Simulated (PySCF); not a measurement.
SMILES C=CC[Si](C)(CC=C)F (C7H13FSi), GFN2-xTB optimised geometry.

```
22

C     -1.31    -2.50     1.01
C     -0.76    -1.38     1.44
C     -1.40    -0.04     1.38
Si    -0.66     1.05     0.00
C     -1.38     2.81     0.00
F     -1.09     0.36    -1.41
C      1.25     1.05     0.00
C      1.82     1.58     1.27
C      2.37     2.77     1.41
H     -2.30    -2.51     0.58
H     -0.81    -3.45     1.06
H      0.24    -1.40     1.87
H     -2.47    -0.15     1.20
H     -1.28     0.47     2.34
H     -2.46     2.80     0.07
H     -1.11     3.32    -0.92
H     -0.99     3.39     0.83
H      1.61     1.65    -0.84
H      1.60     0.03    -0.16
H      1.73     0.93     2.13
H      2.47     3.45     0.57
H      2.76     3.12     2.35
```

Density from B3LYP/def2-SVP run with PySCF at that geometry.

Minimum of the electron density along straight lines between bonded atoms, close to the bond critical point (lines longer than 1.1 times the sum of covalent radii, or with two minima, are not listed):

| bond | length / Å | ρ at the minimum / e bohr⁻³ | ∇²ρ there / e bohr⁻⁵ | position (fraction from the first atom) |
|---|---|---|---|---|
| C1–C2 | 1.320 | 0.349 | -0.96 | 0.49 |
| C2–C3 | 1.492 | 0.257 | -0.60 | 0.51 |
| C3–Si4 | 1.912 | 0.112 | 0.28 | 0.62 |
| Si4–C5 | 1.895 | 0.114 | 0.30 | 0.38 |
| Si4–F6 | 1.630 | 0.113 | 0.99 | 0.42 |
| Si4–C7 | 1.910 | 0.112 | 0.29 | 0.38 |
| C7–C8 | 1.490 | 0.258 | -0.60 | 0.49 |
| C8–C9 | 1.321 | 0.349 | -0.96 | 0.51 |
| C1–H10 | 1.077 | 0.283 | -1.08 | 0.63 |
| C1–H11 | 1.077 | 0.283 | -1.08 | 0.63 |
| C2–H12 | 1.083 | 0.282 | -1.06 | 0.63 |
| C3–H13 | 1.091 | 0.272 | -0.97 | 0.62 |
| C3–H14 | 1.091 | 0.271 | -0.96 | 0.62 |
| C5–H15 | 1.086 | 0.272 | -0.98 | 0.62 |
| C5–H16 | 1.086 | 0.272 | -0.98 | 0.63 |
| C5–H17 | 1.085 | 0.273 | -0.98 | 0.63 |
| C7–H18 | 1.091 | 0.272 | -0.97 | 0.62 |
| C7–H19 | 1.091 | 0.271 | -0.96 | 0.62 |
| C8–H20 | 1.082 | 0.283 | -1.07 | 0.63 |
| C9–H21 | 1.078 | 0.282 | -1.07 | 0.63 |
| C9–H22 | 1.077 | 0.283 | -1.08 | 0.63 |
